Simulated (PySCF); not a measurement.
Species: CH₁₃AsSi₄.
Bonds: Si1–C2, C2–Si3, Si3–As4, As4–Si5, As4–Si6. Hydrogens: H7, H8, H9 on Si1; H10, H11 on C2; H12, H13 on Si3; H14, H15, H16 on Si5; H17, H18, H19 on Si6.

Method used: core-valence-separated Tamm–Dancoff BHandHLYP/aug-pcX-1 (pcseg-1 on H, def2-SVPD on Si, def2-SVPD on As) in PySCF, non-relativistic, gas phase, PBE0-D3(BJ)/def2-SVP geometry. Absolute energies from this functional tend to lie a few eV below measured edges; no shift was applied.

What does the C 1s absorption edge look like?

| E (eV) | f | core hole on | main final orbital |
| --- | --- | --- | --- |
| 285.00 | 0.0009 | C2 | LUMO (77 %) |
| 285.66 | 0.0290 | C2 | LUMO+5 (34 %) |
| 285.82 | 0.0328 | C2 | spread |
| 285.98 | 0.0123 | C2 | LUMO+2 (32 %) |
| 286.02 | 0.0062 | C2 | spread |
| 286.26 | 0.0176 | C2 | spread |
| 286.57 | 0.0060 | C2 | spread |

The first line with a tenth or more of the strongest one's intensity is at 285.66 eV (f = 0.029), with the hole on C2 (sp3 carbon bound to silicon). The strongest listed is at 285.82 eV (f = 0.033; C2).

Roots within 0.03 eV whose holes lie on the same, on equivalent or on shared atoms are summed into one line, and the highest roots are left out, as the search may have cut off their partners. Final orbitals are the ground state's empty Kohn–Sham orbitals.

What length of transition dipole belongs to the line at 285.82 eV?

From f = (2/3) ΔE |μ|² in atomic units, with ΔE = 10.504 Eh and f = 0.0328: |μ| = 0.068 au = 0.17 D.

Only the lowest roots of each edge were sought. The BHandHLYP/aug-pcX-1 (pcseg-1 on H, def2-SVPD on Si, def2-SVPD on As) calculation is non-relativistic and has no spin–orbit coupling, an omission that weighs most on arsenic.

The values belong to the conformer `[SiH3:1][CH2:2][SiH2:3][As:4]([SiH3:5])[SiH3:6]`: Si1–C2–Si3–As4 -50°, C2–Si3–As4–Si5 -154°.
